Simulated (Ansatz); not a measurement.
Born–Oppenheimer molecular dynamics of C2H7BFNSi (13 atoms, charge 0, multiplicity 1). It goes on from the last frame of an earlier run, with new velocities.

Level of theory: RKS r2SCAN/STO-3G in Ansatz.

* ensemble: NVT, Nosé–Hoover chain
* time step: 0.25 fs
* steps asked: 250
* set temperature: 300 K
* thermostat: time constant 50 fs, chain length 1
* seed: 927417

Frames 2.5 fs apart, positions in Å, forces in eV/Å.

Velocities at 30 fs (Å/ps):

```
C 2.64 3.98 -2.45
B -2.57 -4.61 2.55
N -5.17 -3.23 -7.27
C 0.98 5.71 3.31
F 0.59 1.55 2.32
Si 1.12 -2.88 2.14
H -20.14 23.01 6.51
H -3.08 8.51 -26.67
H -3.38 0.09 -7.81
H 6.72 -14.77 39.26
H 10.15 -22.04 -5.08
H 6.02 44.04 -11.58
H 17.62 -9.08 -34.60
```

```xyz
13
Properties=species:S:1:pos:R:3:forces:R:3 time_fs=30 energy_less_start_eV=-0.143 T=404
C -1.487 1.688 -1.109 0.61 -0.45 0.18
B -0.685 1.658 0.286 1.26 0.36 -0.51
N -0.048 0.521 0.725 0.20 -0.44 -0.53
C 0.377 -0.685 0.944 -0.42 0.67 0.45
F -0.489 -1.528 1.627 0.14 -0.13 0.03
Si 2.048 -1.544 0.541 0.20 1.21 -0.07
H -2.524 1.690 -0.762 -0.65 0.57 -0.49
H -1.255 2.552 -1.798 -0.45 -0.76 0.99
H -1.382 0.741 -1.673 0.17 0.35 0.07
H -0.483 2.659 0.894 -0.42 -0.28 0.00
H 1.590 -2.833 0.197 0.03 -1.03 -0.22
H 2.715 -0.904 -0.582 -0.25 -0.06 0.12
H 2.990 -1.568 1.652 -0.40 -0.02 -0.02
13
Properties=species:S:1:pos:R:3:forces:R:3 time_fs=32.5 energy_less_start_eV=-0.047 T=337
C -1.481 1.698 -1.115 -1.30 -0.02 0.63
B -0.688 1.648 0.291 0.99 1.14 -0.40
N -0.061 0.512 0.706 0.32 -0.39 -0.50
C 0.379 -0.670 0.953 -0.15 -0.51 0.66
F -0.487 -1.524 1.633 0.18 -0.01 -0.01
Si 2.051 -1.550 0.545 -0.21 0.85 -2.20
H -2.571 1.760 -0.767 1.21 0.12 -0.94
H -1.274 2.546 -1.829 -0.12 -0.61 1.10
H -1.387 0.753 -1.687 -0.01 0.29 0.23
H -0.481 2.611 0.986 -0.59 -0.43 -0.50
H 1.619 -2.905 0.180 0.36 0.47 0.06
H 2.714 -0.806 -0.596 -0.84 -0.89 1.01
H 3.028 -1.591 1.575 0.16 -0.01 0.87
13
Properties=species:S:1:pos:R:3:forces:R:3 time_fs=35 energy_less_start_eV=-0.052 T=339
C -1.480 1.706 -1.117 -1.31 -0.59 1.79
B -0.686 1.645 0.294 0.38 0.86 -0.72
N -0.072 0.501 0.684 0.39 -0.20 -0.51
C 0.380 -0.658 0.966 0.18 -1.48 0.72
F -0.485 -1.521 1.638 0.14 0.05 0.03
Si 2.054 -1.554 0.545 -0.40 0.28 -1.80
H -2.559 1.838 -0.823 0.67 -0.33 -0.40
H -1.298 2.512 -1.802 0.72 1.04 -0.27
H -1.392 0.780 -1.690 -0.07 -0.26 0.05
H -0.513 2.541 1.051 -0.48 0.19 -0.39
H 1.668 -2.952 0.166 0.35 1.20 0.16
H 2.668 -0.757 -0.555 -0.56 -0.81 0.55
H 3.071 -1.615 1.544 -0.01 0.05 0.79
13
Properties=species:S:1:pos:R:3:forces:R:3 time_fs=37.5 energy_less_start_eV=-0.048 T=335
C -1.485 1.713 -1.111 0.76 -0.12 0.85
B -0.682 1.645 0.293 -0.27 0.17 -0.95
N -0.081 0.490 0.661 0.56 -0.15 -0.44
C 0.382 -0.652 0.982 0.37 -1.76 0.51
F -0.482 -1.517 1.644 -0.02 -0.02 0.16
Si 2.055 -1.558 0.542 -0.23 0.07 0.67
H -2.517 1.899 -0.901 -1.50 -0.30 0.52
H -1.282 2.530 -1.784 1.03 0.75 -0.28
H -1.401 0.793 -1.689 -0.05 -0.33 -0.04
H -0.574 2.482 1.095 -0.26 0.80 -0.06
H 1.736 -2.935 0.160 -0.02 0.54 -0.08
H 2.591 -0.751 -0.488 0.33 0.18 -0.93
H 3.111 -1.635 1.557 -0.71 0.17 0.06
13
Properties=species:S:1:pos:R:3:forces:R:3 time_fs=40 energy_less_start_eV=-0.026 T=319
C -1.488 1.719 -1.101 0.51 1.34 -0.78
B -0.679 1.647 0.286 -0.74 0.01 -0.27
N -0.088 0.478 0.635 0.85 -0.33 -0.16
C 0.385 -0.655 1.001 0.36 -1.23 0.00
F -0.480 -1.513 1.651 -0.27 -0.21 0.38
Si 2.057 -1.561 0.540 0.04 1.06 1.97
H -2.546 1.941 -0.953 -0.50 -0.34 0.52
H -1.209 2.585 -1.778 0.38 -1.00 0.79
H -1.412 0.790 -1.689 0.02 0.16 0.09
H -0.649 2.466 1.131 -0.05 0.50 -0.34
H 1.803 -2.889 0.148 -0.45 -0.86 -0.49
H 2.533 -0.737 -0.471 0.74 0.65 -1.45
H 3.111 -1.644 1.576 -0.87 0.26 -0.27
13
Properties=species:S:1:pos:R:3:forces:R:3 time_fs=42.5 energy_less_start_eV=-0.081 T=356
C -1.488 1.731 -1.095 -0.91 1.26 -0.83
B -0.680 1.649 0.279 -1.02 -0.15 0.67
N -0.091 0.464 0.609 1.05 -0.44 0.21
C 0.390 -0.664 1.020 0.22 -0.30 -0.66
F -0.478 -1.510 1.658 -0.52 -0.45 0.61
Si 2.058 -1.562 0.541 0.07 2.06 0.08
H -2.600 1.962 -0.975 1.47 -0.37 0.26
H -1.113 2.590 -1.731 -0.20 -0.97 0.53
H -1.423 0.795 -1.684 0.10 0.39 0.13
H -0.727 2.478 1.146 0.26 -0.09 -0.76
H 1.844 -2.888 0.109 -0.49 -0.81 -0.40
H 2.513 -0.693 -0.530 0.24 -0.37 0.02
H 3.063 -1.639 1.583 -0.25 0.25 0.13
13
Properties=species:S:1:pos:R:3:forces:R:3 time_fs=45 energy_less_start_eV=-0.043 T=328
C -1.492 1.749 -1.092 -0.38 -0.42 0.24
B -0.686 1.651 0.275 -1.06 -0.99 0.84
N -0.090 0.449 0.584 1.02 -0.19 0.52
C 0.397 -0.675 1.035 0.00 0.46 -1.23
F -0.478 -1.508 1.668 -0.65 -0.60 0.77
Si 2.059 -1.558 0.543 -0.45 1.32 -2.07
H -2.581 1.964 -0.980 0.78 0.19 0.20
H -1.025 2.545 -1.659 -0.07 0.60 -0.72
H -1.427 0.820 -1.673 0.16 0.05 -0.08
H -0.790 2.487 1.120 0.51 -0.12 -0.48
H 1.857 -2.928 0.050 -0.25 0.57 0.23
H 2.508 -0.669 -0.590 -0.07 -1.01 1.11
H 3.002 -1.619 1.599 0.48 0.15 0.67
13
Properties=species:S:1:pos:R:3:forces:R:3 time_fs=47.5 energy_less_start_eV=0.039 T=269
C -1.496 1.765 -1.088 2.26 -1.01 0.18
B -0.699 1.646 0.275 -0.78 -2.04 0.36
N -0.084 0.432 0.561 0.80 0.30 0.72
C 0.403 -0.684 1.044 -0.29 0.71 -1.52
F -0.480 -1.509 1.680 -0.55 -0.54 0.76
Si 2.060 -1.552 0.540 -0.49 0.26 -1.65
H -2.525 1.979 -0.972 -1.55 0.92 0.23
H -0.945 2.528 -1.623 -0.38 0.80 -0.80
H -1.423 0.848 -1.666 0.07 -0.32 -0.28
H -0.823 2.492 1.067 0.58 0.29 0.30
H 1.855 -2.938 0.004 -0.10 1.13 0.63
H 2.502 -0.699 -0.591 0.12 -0.57 0.83
H 2.964 -1.590 1.649 0.32 0.06 0.25
13
Properties=species:S:1:pos:R:3:forces:R:3 time_fs=50 energy_less_start_eV=-0.034 T=319
C -1.491 1.777 -1.084 1.67 0.01 -0.63
B -0.715 1.630 0.277 -0.35 -2.02 0.25
N -0.075 0.418 0.542 0.51 0.73 0.82
C 0.407 -0.689 1.046 -0.62 0.46 -1.48
F -0.484 -1.511 1.694 -0.22 -0.28 0.57
Si 2.059 -1.545 0.535 -0.36 -0.18 0.93
H -2.540 2.042 -0.954 -0.15 0.49 -0.14
H -0.890 2.552 -1.629 -1.15 -0.20 0.04
H -1.416 0.860 -1.675 -0.22 -0.08 -0.16
H -0.822 2.511 1.030 0.59 0.17 0.54
H 1.847 -2.888 -0.008 -0.15 0.30 0.47
H 2.505 -0.759 -0.547 0.69 0.64 -0.55
H 2.943 -1.557 1.712 -0.22 -0.04 -0.66
13
Properties=species:S:1:pos:R:3:forces:R:3 time_fs=52.5 energy_less_start_eV=-0.036 T=319
C -1.479 1.788 -1.082 -0.60 0.39 -0.79
B -0.734 1.604 0.281 0.11 -0.83 0.59
N -0.064 0.406 0.526 0.19 0.91 0.82
C 0.409 -0.692 1.041 -0.87 -0.08 -1.17
F -0.488 -1.513 1.710 0.19 0.09 0.26
Si 2.058 -1.539 0.531 -0.21 0.83 2.13
H -2.563 2.132 -0.943 1.67 -0.46 -0.40
H -0.898 2.570 -1.638 -0.79 -0.26 0.18
H -1.422 0.867 -1.693 -0.44 0.34 0.07
H -0.785 2.537 1.022 0.51 -0.61 0.13
H 1.828 -2.823 0.007 -0.32 -1.16 -0.04
H 2.546 -0.786 -0.532 0.81 1.00 -0.95
H 2.912 -1.527 1.740 -0.26 -0.17 -0.84
13
Properties=species:S:1:pos:R:3:forces:R:3 time_fs=55 energy_less_start_eV=-0.203 T=434
C -1.468 1.801 -1.085 -0.86 -0.34 -0.27
B -0.752 1.573 0.288 0.59 0.23 0.39
N -0.052 0.398 0.513 -0.10 0.81 0.74
C 0.406 -0.695 1.029 -0.94 -0.65 -0.73
F -0.492 -1.516 1.727 0.55 0.44 -0.08
Si 2.056 -1.530 0.531 0.01 1.56 0.05
H -2.502 2.199 -0.953 0.46 -0.55 -0.11
H -0.949 2.577 -1.639 0.43 0.47 -0.29
H -1.453 0.893 -1.708 -0.42 0.24 0.02
H -0.719 2.528 1.022 0.22 -0.92 -0.04
H 1.792 -2.819 0.022 -0.21 -1.02 -0.03
H 2.631 -0.760 -0.564 -0.02 -0.03 0.41
H 2.868 -1.507 1.722 0.28 -0.25 -0.05
13
Properties=species:S:1:pos:R:3:forces:R:3 time_fs=57.5 energy_less_start_eV=-0.118 T=372
C -1.461 1.812 -1.089 0.80 -0.46 -0.19
B -0.766 1.544 0.297 0.91 0.56 -0.48
N -0.041 0.394 0.504 -0.29 0.38 0.61
C 0.399 -0.702 1.014 -0.82 -1.02 -0.29
F -0.494 -1.517 1.743 0.76 0.68 -0.37
Si 2.054 -1.519 0.532 -0.17 0.50 -1.87
H -2.422 2.238 -0.968 -2.03 0.19 0.42
H -0.978 2.605 -1.655 0.92 0.18 -0.14
H -1.508 0.931 -1.724 -0.23 -0.21 -0.24
H -0.640 2.468 1.023 -0.10 -0.33 0.29
H 1.745 -2.869 0.037 0.22 0.47 0.38
H 2.716 -0.734 -0.575 -0.70 -0.69 1.15
H 2.841 -1.501 1.702 0.73 -0.26 0.73
```

Of the whole run (62 fs, mean temperature of the second half 342 K): The conserved energy stayed within 0.034 meV per atom of its start (net change 0.015 meV per atom), so the integration is sound. The mean temperature of the second half is 14 % above the set value. A run of 0.062 ps of so small a system gives no equilibrium averages. Limits of this set-up: minimal basis.

The run took 7 min on 1 thread of Intel(R) Xeon(R) 6975P-C (Granite Rapids), with other jobs on the host, peak memory 0.11 GiB.
